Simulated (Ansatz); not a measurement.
Computed with Ansatz on PBE0-D4/def2-TZVP structures; ΔE is electronic, products minus reactants. CBS: MP2 limit from def2 TZ/QZ plus the TZ coupled-cluster correction, frozen cores. This one scheme is used for every species. Functionals use def2-TZVPP. B3LYP here is the variant with VWN-RPA as its local correlation; programs differ in this. def2 core potentials past Kr. For Sn outer-core shells are correlated without core-valence functions, which leaves a few kJ/mol of doubt a bond. Each species was taken in one conformer, which may not be the lowest.

Reaction (ligand exchange at the Sn–O bond): `O[CH2][SnH2][OH]` + H₂S → `O[CH2][SnH2][SH]` + H₂O

| level | ΔE (kcal/mol) | difference from CCSD(T)/CBS |
| --- | --- | --- |
| PBE-D4 | -14.4 | -1.9 |
| r2SCAN-D4 | -12.9 | -0.4 |
| PBE0-D4 | -14.4 | -1.9 |
| B3LYP-D4 | -12.1 | 0.4 |
| ωB97X-V | -10.6 | 1.9 |
| ωB97M-V | -11.7 | 0.8 |
| B2PLYP | -10.7 | 1.8 |
| PBE | -13.4 | -0.9 |
| r2SCAN | -12.7 | -0.2 |
| PBE0 | -13.5 | -1.0 |
| B3LYP | -10.4 | 2.1 |
| HF/def2-TZVPP | -8.0 | 4.5 |
| MP2/def2-TZVPP | -12.6 | -0.1 |
| SCS-MP2/def2-TZVPP | -10.5 | 2.0 |
| CCSD/def2-TZVPP | -10.6 | 1.9 |
| CCSD(T)/def2-TZVPP | -11.3 | 1.2 |
| HF/def2-QZVPP | -7.6 | 4.9 |
| MP2/def2-QZVPP | -13.1 | -0.6 |
| SCS-MP2/def2-QZVPP | -11.0 | 1.5 |
| HF/CBS(def2) | -7.6 | 4.9 |
| MP2/CBS(def2) | -13.7 | -1.2 |
| CCSD/CBS(def2) | -11.7 | 0.8 |
| CCSD(T)/CBS | -12.5 | 0 |

Largest T1 diagnostic among the species: 0.012.

The D4 term adds −1.7 kcal/mol with B3LYP and −0.9 kcal/mol with PBE0; it sums over pairs of atoms, weighted by their polarisabilities, and B3LYP, whose exchange is more repulsive, gets the larger term. In def2-TZVPP, CCSD(T) changes the Hartree–Fock value by −3.4 kcal/mol (the triples alone add −0.8 kcal/mol) and MP2 by −4.6 kcal/mol.
